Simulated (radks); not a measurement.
Question: All-electron atom: neutral copper in [Ar] 3d10 4f1 (not the ground configuration). Method: Dirac Kohn-Sham, LDA (Slater exchange, Perdew-Zunger correlation), spin-unpolarised, spherical densities, finite nucleus; open shells fill j = l - 1/2 first; Fermi nuclear charge, rms radius 3.8823 fm; computed with a radial shooting solver on a logarithmic mesh with Libxc functionals. Some entries of the table are withheld. Estimate them.

orbital  occ.  eigenvalue (hartree)  <r^2> (bohr^2)
1s1/2       2             -324.7924        0.003667
2s1/2       2             -39.20327         0.06547
2p1/2       2                   (1)             (2)
2p3/2       4                   (3)             (4)
3s1/2       2              -4.45076             (5)
3p1/2       2              -2.96840          0.6560
3p3/2       4              -2.87337          0.6757
3d3/2       4              -0.45861           1.400
3d5/2       6              -0.44852           1.430
4f5/2       1              -0.01619           337.5
4f7/2       0              -0.01619           337.5

Answer: 
(1) 2p1/2 eigenvalue (hartree): -34.41908
(2) 2p1/2 <r^2> (bohr^2): 0.05133
(3) 2p3/2 eigenvalue (hartree): -33.66747
(4) 2p3/2 <r^2> (bohr^2): 0.05289
(5) 3s1/2 <r^2> (bohr^2): 0.5902
